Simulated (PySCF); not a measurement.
PySCF job for C₃H₃ClF₂, SMILES F/C(Cl)=C(\C)F, TDA-PBE/def2-SVPD. Geometry: B3LYP-D3(BJ)/def2-SVP.

```python
import numpy as np
from pyscf import gto, scf, dft, tdscf

mol = gto.M(
    atom='''
    C    -0.37738973   -2.25861710    0.00000000
    C     0.24721809   -0.90929563   -0.00000000
    F     1.58844493   -0.90214376    0.00000000
    C    -0.40395444    0.26078578    0.00000000
    F    -1.73673618    0.30783969   -0.00000000
    Cl    0.36038771    1.80161741   -0.00000000
    H    -0.05772830   -2.82706875   -0.88936199
    H    -0.05772830   -2.82706874    0.88936198
    H    -1.47175673   -2.18186017    0.00000000
    ''',
    basis='def2-SVPD',
    charge=0,
    spin=0,
    symmetry=True,
    max_memory=1600,
    verbose=4,
)
mf = dft.RKS(mol, xc='pbe').density_fit(auxbasis='def2-universal-jkfit')
mf.grids.level = 3
mf.conv_tol = 1e-9
mf.max_cycle = 100
mf.kernel()
mf.grids = dft.Grids(mol).set(level=1).build(with_non0tab=True)  # coarser grid for the response kernel
td = tdscf.TDA(mf)
td.singlet = True
td.nstates = 10
td.conv_tol = 1e-4
td.positive_eig_threshold = 1e-6
td.kernel(x0=td.get_init_guess(mf, 15))
td.analyze()
tt = tdscf.TDA(mf)
tt.singlet = False
tt.nstates = 4
tt.conv_tol = 1e-4
tt.positive_eig_threshold = 1e-6
tt.kernel(x0=tt.get_init_guess(mf, 9))
tt.analyze(verbose=3)
```

Log of the run:

```
PySCF version 2.14.0

[INPUT] verbose = 4
[INPUT] num. atoms = 9
[INPUT] num. electrons = 56
[INPUT] charge = 0
[INPUT] spin (= nelec alpha-beta = 2S) = 0
[INPUT] symmetry True subgroup None
[INPUT] Mole.unit = angstrom
[INPUT] Symbol           X                Y                Z      unit          X                Y                Z       unit  Magmom
[INPUT]  1 C     -0.377389730000  -2.258617100000   0.000000000000 AA   -0.713163231924  -4.268167739259   0.000000000000 Bohr   0.0
[INPUT]  2 C      0.247218090000  -0.909295630000   0.000000000000 AA    0.467174483138  -1.718319706964   0.000000000000 Bohr   0.0
[INPUT]  3 F      1.588444930000  -0.902143760000   0.000000000000 AA    3.001725881654  -1.704804631385   0.000000000000 Bohr   0.0
[INPUT]  4 C     -0.403954440000   0.260785780000   0.000000000000 AA   -0.763363258402   0.492813701381   0.000000000000 Bohr   0.0
[INPUT]  5 F     -1.736736180000   0.307839690000   0.000000000000 AA   -3.281955730823   0.581732704371   0.000000000000 Bohr   0.0
[INPUT]  6 Cl     0.360387710000   1.801617410000   0.000000000000 AA    0.681034070559   3.404563486148   0.000000000000 Bohr   0.0
[INPUT]  7 H     -0.057728300000  -2.827068750000  -0.889361990000 AA   -0.109090676637  -5.342385672816  -1.680650586698 Bohr   0.0
[INPUT]  8 H     -0.057728300000  -2.827068740000   0.889361980000 AA   -0.109090676637  -5.342385653919   1.680650567801 Bohr   0.0
[INPUT]  9 H     -1.471756730000  -2.181860170000   0.000000000000 AA   -2.781217141685  -4.123118163397   0.000000000000 Bohr   0.0

nuclear repulsion = 291.470468167755
point group symmetry = Cs
symmetry origin: [ 3.37451020e-10 -6.74902293e-10 -3.37451095e-10]
symmetry axis x: [ 1.00000000e+00 -2.49703378e-09  1.05240364e-11]
symmetry axis y: [-2.49703378e-09 -1.00000000e+00 -3.13630832e-10]
symmetry axis z: [-1.05240372e-11 -3.13630833e-10  1.00000000e+00]
num. orbitals of irrep A' = 107
num. orbitals of irrep A" = 50
number of shells = 65
number of NR pGTOs = 231
number of NR cGTOs = 157
basis = def2-SVPD
ecp = {}


[settings echo left out]
init E= -775.723917216591
HOMO (A") = -0.247173408134715  LUMO (A") = -0.0472994934382984  gap/eV = 5.43885
cycle= 1 E= -775.040583770274  delta_E= 0.683  |g|= 0.556  |ddm|= 4.96
HOMO (A") = -0.211412032795211  LUMO (A") = -0.0423643814542261  gap/eV = 4.60002
cycle= 2 E= -774.878045703091  delta_E= 0.163  |g|= 1.09  |ddm|= 2.26
HOMO (A") = -0.209790626867484  LUMO (A") = -0.0248866572873356  gap/eV = 5.03149
cycle= 3 E= -775.092107688209  delta_E= -0.214  |g|= 0.183  |ddm|= 1.66
HOMO (A") = -0.218376551211136  LUMO (A") = -0.0335242244467842  gap/eV = 5.03009
cycle= 4 E= -775.098813404456  delta_E= -0.00671  |g|= 0.0849  |ddm|= 0.402
HOMO (A") = -0.220293080025966  LUMO (A") = -0.0355297266449011  gap/eV = 5.02767
cycle= 5 E= -775.100363210783  delta_E= -0.00155  |g|= 0.0303  |ddm|= 0.145
HOMO (A") = -0.219258361904138  LUMO (A") = -0.0342077123033993  gap/eV = 5.03548
cycle= 6 E= -775.100563516463  delta_E= -0.0002  |g|= 0.00638  |ddm|= 0.0436
HOMO (A") = -0.218935251214755  LUMO (A") = -0.0340368779419262  gap/eV = 5.03134
cycle= 7 E= -775.100573214406  delta_E= -9.7e-06  |g|= 0.002  |ddm|= 0.0142
HOMO (A") = -0.219024148258144  LUMO (A") = -0.0341001399548535  gap/eV = 5.03204
cycle= 8 E= -775.100574035567  delta_E= -8.21e-07  |g|= 0.000668  |ddm|= 0.00414
HOMO (A") = -0.219056512566877  LUMO (A") = -0.0341323443896524  gap/eV = 5.03204
cycle= 9 E= -775.100574118867  delta_E= -8.33e-08  |g|= 0.000111  |ddm|= 0.00077
HOMO (A") = -0.21904862091775  LUMO (A") = -0.0341246820578829  gap/eV = 5.03204
cycle= 10 E= -775.10057412173  delta_E= -2.86e-09  |g|= 2.06e-05  |ddm|= 0.000259
HOMO (A") = -0.219047611445626  LUMO (A") = -0.0341232564471614  gap/eV = 5.03205
cycle= 11 E= -775.100574121755  delta_E= -2.5e-11  |g|= 1.85e-05  |ddm|= 6.54e-05
HOMO (A") = -0.219050225207761  LUMO (A") = -0.0341267312767335  gap/eV = 5.03202
Extra cycle  E= -775.100574121521  delta_E= 2.34e-10  |g|= 3.58e-05  |ddm|= 9.06e-05
converged SCF energy = -775.100574121521
tot grids = 39872
Overwritten attributes  positive_eig_threshold  of <class 'pyscf.tdscf.rks.TDA'>


******** <class 'pyscf.tdscf.rks.TDA'> for <class 'pyscf.df.df_jk.DFSymAdaptedRKS'> ********
nstates = 10 singlet
deg_eia_thresh = 1.000e-03
wfnsym = None
conv_tol = 0.0001
eigh lindep = 1e-12
eigh level_shift = 0
eigh max_cycle = 100


Excitation energies (eV)
[5.51629285 5.90039712 6.68446041 6.97191639 7.00430392 7.34512461
 7.56045748 7.64301607 7.77457287 7.94882281]

** Singlet excitation energies and oscillator strengths **
Excited State   1:   A"      5.51629 eV    224.76 nm  f=0.0003
      28 -> 30       -0.70372
Excited State   2:   A"      5.90040 eV    210.13 nm  f=0.0015
      28 -> 31       -0.70602
Excited State   3:   A"      6.68446 eV    185.48 nm  f=0.0000
      28 -> 32       -0.69706
Excited State   4:   A"      6.97192 eV    177.83 nm  f=0.0003
      28 -> 33        0.70144
Excited State   5:   A'      7.00430 eV    177.01 nm  f=0.5168
      26 -> 29        0.20700
      28 -> 29       -0.60991
      28 -> 38       -0.17844
Excited State   6:   A"      7.34512 eV    168.80 nm  f=0.0002
      27 -> 29        0.70650
Excited State   7:   A"      7.56046 eV    163.99 nm  f=0.0041
      28 -> 34        0.70087
Excited State   8:   A'      7.64302 eV    162.22 nm  f=0.0021
      28 -> 35        0.70263
Excited State   9:   A"      7.77457 eV    159.47 nm  f=0.0153
      28 -> 36        0.69756
Excited State  10:   A'      7.94882 eV    155.98 nm  f=0.0304
      27 -> 30       -0.67201
      27 -> 31       -0.14527

** Transition electric dipole moments (AU) **
state          X           Y           Z        Dip. S.      Osc.
  1         0.0000     -0.0000     -0.0476      0.0023      0.0003
  2        -0.0000     -0.0000      0.1032      0.0107      0.0015
  3        -0.0000      0.0000     -0.0031      0.0000      0.0000
  4        -0.0000     -0.0000     -0.0434      0.0019      0.0003
  5         0.2294     -1.7202     -0.0000      3.0117      0.5168
  6         0.0000      0.0000     -0.0364      0.0013      0.0002
  7         0.0000      0.0000     -0.1493      0.0223      0.0041
  8        -0.0977      0.0399     -0.0000      0.0111      0.0021
  9         0.0000     -0.0000      0.2836      0.0804      0.0153
 10        -0.2295      0.3212      0.0000      0.1559      0.0304

** Transition velocity dipole moments (imaginary part, AU) **
state          X           Y           Z        Dip. S.      Osc.
  1         0.0000      0.0000      0.0797      0.0063      0.0209
  2         0.0000      0.0000      0.0416      0.0017      0.0053
  3        -0.0000     -0.0000      0.0155      0.0002      0.0006
  4         0.0000      0.0000      0.0034      0.0000      0.0000
  5        -0.0519     -0.1900      0.0000      0.0388      0.1005
  6         0.0000      0.0000      0.0022      0.0000      0.0000
  7         0.0000     -0.0000     -0.0306      0.0009      0.0022
  8        -0.0182     -0.0218      0.0000      0.0008      0.0019
  9         0.0000      0.0000      0.0394      0.0016      0.0036
 10        -0.1021      0.0837      0.0000      0.0174      0.0398

** Transition magnetic dipole moments (imaginary part, AU) **
state          X           Y           Z
  1        -0.1180      0.1740     -0.0000
  2         0.1252     -0.1566      0.0000
  3        -0.4448     -0.7003     -0.0000
  4         0.5247     -0.3170     -0.0000
  5         0.0000     -0.0000     -0.1100
  6        -0.0981     -0.3188     -0.0000
  7        -0.0628      0.1113     -0.0000
  8         0.0000      0.0000      0.0324
  9         0.0007      0.2081     -0.0000
 10        -0.0000      0.0000     -0.1891


******** <class 'pyscf.tdscf.rks.TDA'> for <class 'pyscf.df.df_jk.DFSymAdaptedRKS'> ********
nstates = 4 triplet
deg_eia_thresh = 1.000e-03
wfnsym = None
conv_tol = 0.0001
eigh lindep = 1e-12
eigh level_shift = 0
eigh max_cycle = 100


Excitation energies (eV)
[4.16787404 5.02466355 5.78393597 6.27405341]

** Triplet excitation energies and oscillator strengths **
Excited State   1:   A'      4.16787 eV    297.48 nm  f=0.0000
Excited State   2:   A"      5.02466 eV    246.75 nm  f=0.0000
Excited State   3:   A"      5.78394 eV    214.36 nm  f=0.0000
Excited State   4:   A"      6.27405 eV    197.61 nm  f=0.0000
```

Self-consistency was reached.
